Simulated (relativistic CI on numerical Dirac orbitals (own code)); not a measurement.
# One change at a time: Tm LIV

Base calculation: Dirac-Coulomb-Breit CI, KLI orbitals optimised for each configuration, QED by a radiative potential, unscaled Slater integrals.

Configurations in the expansion (outside the closed core [Ne]): 3s2.3p4, 3s.3p5, 3s2.3p3.3d, 3p6, 3s.3p4.3d, 3p5.3d, 3s.3p3.3d2, 3s2.3p2.3d.4p, 3p5.4s, 3s.3p3.3d.4s, 3s2.3p3.4s, 3p5.4p, 3s2.3p2.3d2, 3s2.3p.3d3, 3s.3p2.3d3, 3s2.3p.3d2.4s, 3p4.3d2, 3p3.3d3, 3p3.3d2.4s, 3s2.3p2.3d.4s, 3s.3p2.3d2.4s, 3s2.3p.3d.4s2. Double excitations out of closed p, d and f shells are left out; levels of such configurations are missing from the list, as are those of other unlisted configurations, and high levels can miss mixing partners.

The lowest level and the first level of each name with at least 55 % of one term (blank where a level has no safe partner in the second run):

```csv
Level,Base (eV),Shift (eV)
3s2.3p4 3P_2,0.000,0.000
3s2.3p4 1S_0,18.175,+0.001
3s2.3p3.3d 3P°_0,222.371,+0.407
3s2.3p4 3P_1,247.327,+0.003
3s2.3p4 1D_2,256.443,+0.003
3s.3p5 3P°_2,412.716,+0.268
3s2.3p2.3d2 3P_0,460.723,+0.702
3s2.3p4 3P_0,510.529,+0.009
3s2.3p3.3d 3G°_5,526.233,+0.408
3s.3p4.3d 3P_0,647.405,+0.639
3s.3p5 3P°_0,662.836,+0.289
3s.3p4.3d 5F_5,671.438,+0.629
```

At this charge energies of transitions that change n are usually good to better than 1 %, and those within a shell (Δn = 0) to a few per cent.

Q: One thing was changed in a second run, which moved the levels as shown. Which?
A. configuration mixing switched off
B. QED terms removed
C. P86 correlation estimate
D. Breit term removed
E. only the first 3 configurations

A: C. P86 correlation estimate. A correlation estimate moves all levels of a configuration together before mixing; mixed levels move by a weighted share.

LS names give the leading component of a level, which can be under half, so a name can repeat, a term be missing and a line seem to break the LS rules.
